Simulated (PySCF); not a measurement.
Ligands exchanged one at a time, Ge CH3-OCH3. Gas-phase values, no solvent. One relaxed conformer stands for each flexible species; it need not be the lowest. Strings in code marks are SMILES.

Computed with B3LYP-D3(BJ)/def2-TZVP // B3LYP-D3(BJ)/def2-SVP run with PySCF 2.14.0. B3LYP has the VWN-RPA correlation part, as in Gaussian. Excitations are Tamm–Dancoff values on a coarser integration grid. The basis has no diffuse functions, so Rydberg states are missing or too high.

| species | HOMO (eV) | S1–T1 gap (TDA) (eV) | HOMO–LUMO gap (eV) | S1 excitation (TDA) (eV) | S1 oscillator strength |
|---|---|---|---|---|---|
| 0 of 4 CH3 replaced by OCH3 (`[CH3][Ge]([CH3])([CH3])[CH3]`) | -7.85 | – | 8.33 | 7.46 | ___ |
| 1 of 4 CH3 replaced by OCH3 (`C[O][Ge]([CH3])([CH3])[CH3]` (C–O–Ge–C torsion 60°)) | -6.99 | 0.19 | 7.46 | 6.60 | 0.013 |
| 2 of 4 CH3 replaced by OCH3 (`[CH3][Ge]([O]C)([O]C)[CH3]` (C–O–Ge–O torsion -55°, O–Ge–O–C torsion 169°)) | ___ | 0.29 | 7.57 | 6.67 | ___ |
| 3 of 4 CH3 replaced by OCH3 | -7.46 | 0.34 | ___ | ___ | ___ |
| 4 of 4 CH3 replaced by OCH3 (`C[O][Ge]([O]C)([O]C)[O]C`) | -7.81 | 0.42 | 7.67 | 6.56 | 0.014 |

What belongs in the gaps?


- 0 of 4 CH3 replaced by OCH3 (`[CH3][Ge]([CH3])([CH3])[CH3]`), S1 oscillator strength: 0.073
- 2 of 4 CH3 replaced by OCH3 (`[CH3][Ge]([O]C)([O]C)[CH3]` (C–O–Ge–O torsion -55°, O–Ge–O–C torsion 169°)), HOMO (eV): -7.20
- 2 of 4 CH3 replaced by OCH3 (`[CH3][Ge]([O]C)([O]C)[CH3]` (C–O–Ge–O torsion -55°, O–Ge–O–C torsion 169°)), S1 oscillator strength: 0.021
- 3 of 4 CH3 replaced by OCH3, HOMO–LUMO gap (eV): 7.74
- 3 of 4 CH3 replaced by OCH3, S1 excitation (TDA) (eV): 6.74
- 3 of 4 CH3 replaced by OCH3, S1 oscillator strength: 0.005
